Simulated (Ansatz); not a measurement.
Abridged output of a molecular run in Ansatz:

```
Functional definition: HF
  name "HF"
  cite "Fock, Z. Phys. 61, 126 (1930) doi:10.1007/BF01340294"
  parent pbe
  exchange = exact_x
  correlation = 0
these checks for a lower state are left out or cut short: cluster_reference
221 factors; integrals over basis functions are off by at most 5.4e-4 eV
mean field evaluation 1: about -52326.6365 eV, gradient 2.8e0 eV
mean field evaluation 2: about -52326.6365 eV, gradient 2.8e0 eV
mean field evaluation 4: about -52326.7917 eV, gradient 2.6e-1 eV
mean field evaluation 8: about -52326.7919 eV, gradient 1.4e-6 eV
mean field -52326.79192948 eV, -1922.9741350348 hartree, gradient 4.1e-6 eV, S^2 0.759264; 4 other end points of the search recorded, 0 dependent functions left out
14 core orbitals not correlated: weight in the atoms' cores, before any rotation towards them, 1.000 or more for the frozen orbitals, at most 0.000 for the correlated occupied ones
reference -52326.79192948 eV, -1922.9741350348 hartree; 2, 1 occupied and 16, 17 virtual orbitals, 221 factors
second order -0.79938972 eV of doubles, -0.00000000 eV of singles
cycle   1  -1.04204263 eV  change   -2.4e-1 eV  update   5.4e-2
cycle   2  -1.17541796 eV  change   -1.3e-1 eV  update   2.2e-2
cycle   3  -1.17949461 eV  change   -4.1e-3 eV  update   3.9e-3
cycle   4  -1.18135139 eV  change   -1.9e-3 eV  update   6.3e-4
cycle   5  -1.18074926 eV  change    6.0e-4 eV  update   9.5e-5
cycle   6  -1.18090767 eV  change   -1.6e-4 eV  update   2.5e-5
cycle   7  -1.18088263 eV  change    2.5e-5 eV  update   3.9e-6
cycle   8  -1.18088749 eV  change   -4.9e-6 eV  update   8.2e-7
cycle   9  -1.18088664 eV  change    8.5e-7 eV  update   1.7e-7
perturbative correction -0.01463244 eV, -0.0005377321 hartree
Total energy: -52327.98744856 eV, -1923.0180695506 hartree
Checks for a lower state left out: cluster_reference
```

Its atoms:

Ga alone.

Q: Which basis set was used?
A. def2-SVP
B. def2-QZVPP
C. def2-TZVPPD
D. def2-SVPD

A: A. It gives 32 functions.

Q: Write the keys of the input that set method, charge and spin (a neutral closed shell needs none for the last two).

A: 
```yaml
magnetization: {spin_polarized: true, initial_magnetization: 1}
correlation: {method: ccsd_t, frozen_orbitals: {Ga: 14}}
scf: {omitted_lower_state_checks: [cluster_reference]}
```
